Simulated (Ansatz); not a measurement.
C₃H₆FNSi, SMILES `C[Si](C)(F)C#N`. Total charge 0; spin multiplicity 1. The structure was optimised at the PBE0-D4/def2-TZVP level.

```xyz
12

C    -1.572   -0.402    0.385
Si    0.168    0.210    0.420
C     0.826    0.827   -1.190
F     0.314    1.349    1.530
C     1.260   -1.183    0.996
N     1.921   -2.072    1.309
H    -2.252    0.393    0.068
H    -1.882   -0.747    1.374
H    -1.670   -1.236   -0.313
H     1.858    1.167   -1.082
H     0.223    1.661   -1.557
H     0.806    0.033   -1.940
```

(1) What is the dipole moment at r2SCAN/def2-TZVPP? (An estimate is asked.)

(2) And with PBE, B3LYP, ωB97M-V? (Best estimate.)

(3) Give the Mulliken charges with r2SCAN, B3LYP, PBE in def2-TZVPP. (Estimate.)

## Answers

(1) Ansatz gave: 4.16 D, with components (-2.66, 1.80, -2.65) D in this frame, pointing from negative to positive charge.

(2) Computed: PBE 4.10 D, B3LYP 4.15 D, ωB97M-V 4.15 D.

(3) Computed: 
```csv
atom,r2SCAN,B3LYP,PBE
C1,-0.31,-0.39,-0.38
Si2,0.72,0.70,0.59
C3,-0.31,-0.39,-0.38
F4,-0.31,-0.31,-0.27
C5,-0.26,-0.30,-0.31
N6,-0.06,0.01,0.05
H7,0.08,0.11,0.11
H8,0.09,0.12,0.12
H9,0.09,0.11,0.12
H10,0.09,0.12,0.12
H11,0.08,0.11,0.11
H12,0.09,0.11,0.12
```

B3LYP here is the variant with VWN-RPA as its local correlation; programs differ in this.
